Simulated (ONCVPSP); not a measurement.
Before and after: ONCV potential for tellurium (Te)

- Element: tellurium
- Generator: ONCVPSP 4.0.1
- Type: optimised norm-conserving Vanderbilt (ONCV)
- Functional: PBE
- Relativity: fully relativistic
- Frozen core: [Ar] 3d10
- Valence charge: 24
- Reference configuration: 4s2 4p6 4d10 5s1.75 5p4.25
- Partial waves: 4s+5s: rc 1.25 bohr, ncon 4, nbas 7, qcut 8.1 1/bohr, 2 projectors; 4p+5p: rc 1.20 bohr, ncon 4, nbas 7, qcut 10.1 1/bohr, 2 projectors; 4d: rc 1.05 bohr, ncon 4, nbas 8, qcut 8.7 1/bohr, 2 projectors, debl 2.7 Ha; f scattering state at 0.44 Ha: rc 1.05 bohr, ncon 5, nbas 8, qcut 9.5 1/bohr, 2 projectors, debl 0.6 Ha
- Local potential: polynomial inside 1.05 bohr (lpopt 5, dvloc0 -1 Ha)
- Core correction: none

Open shells are filled in proportion to 2j + 1.

All-electron outer shells of the reference configuration (PBE, scalar-relativistic, ld1.x):

| shell | level (eV) | outermost node (bohr) | outermost maximum (bohr) |
| --- | --- | --- | --- |
| 3p | -804.27 | 0.13 | 0.29 |
| 3d | -560.42 | – | 0.24 |
| 4s | -164.75 | 0.38 | 0.70 |
| 4p | -114.77 | 0.38 | 0.74 |
| 4d | -42.00 | 0.36 | 0.81 |
| 5s | -15.30 | 0.91 | 1.80 |
| 5p | -6.09 | 1.00 | 2.17 |

Change: p: ncon 5, nbas 8.

Cutoffs: the cutoffs (Ha) at which the residual kinetic energy of the hardest occupied pseudo-wave falls to 1 and 0.1 mHa per electron; they do not see the model core or the augmentation charge, which bear on the density cutoff. Errors are all-electron minus pseudo energies relative to the spin-unpolarised reference configuration.

Q: Predict the effect on cutoff, ghosts and configuration errors.

A: The potential gets neither clearly harder nor softer (127 Ha and 209 Ha → 127 Ha and 209 Ha); the d channel sets the loose cutoff, while the largest relative change is in p, which becomes harder; the errors of the 4 common tests hardly move; neither file shows a bound ghost.

| quantity | base | changed |
| --- | --- | --- |
| cutoff, loose | 127 Ha | 127 Ha |
| cutoff, tight | 209 Ha | 209 Ha |
| loose cutoff by channel | s 31 Ha, p 36 Ha, d 127 Ha | s 31 Ha, p 47 Ha, d 127 Ha |
| bound ghosts | none | none |
| GHOST(+) flags under 300 eV | f7/2 at 83.9 eV, f5/2 at 84.4 eV | f7/2 at 83.9 eV, f5/2 at 84.4 eV |
| error for 4s2 4p6 4d10 5s2 5p4, meV [ΔE -2.29 eV] | 0.0 | 0.0 |
| error for 4s2 4p6 4d10 5s2 5p3, meV [ΔE 7.46 eV] | +0.9 | +0.9 |
| error for 4s2 4p6 4d10 5s2 5p2, meV [ΔE 25.41 eV] | +2.2 | +2.3 |
| error for 4s2 4p6 4d9 5s2 5p5, meV [ΔE 35.91 eV] | +17 | +16 |
| s: phases at 1.27 bohr within 0.05 rad from the reference energy up to (Ha; the scan ends near 5) | to the end of the scan | to the end of the scan |
| p3/2: phases at 1.22 bohr within 0.05 rad from the reference energy up to (Ha; the scan ends near 5) | to the end of the scan | to the end of the scan |
| p1/2: phases at 1.22 bohr within 0.05 rad from the reference energy up to (Ha; the scan ends near 5) | to the end of the scan | to the end of the scan |
| d5/2: phases at 1.07 bohr within 0.05 rad from the reference energy up to (Ha; the scan ends near 5) | to the end of the scan | to the end of the scan |
| d3/2: phases at 1.07 bohr within 0.05 rad from the reference energy up to (Ha; the scan ends near 5) | to the end of the scan | to the end of the scan |
| f7/2: phases at 1.07 bohr within 0.05 rad from the reference energy up to (Ha; the scan ends near 5) | n/a | n/a |
| f5/2: phases at 1.07 bohr within 0.05 rad from the reference energy up to (Ha; the scan ends near 5) | 2.8 | 2.8 |
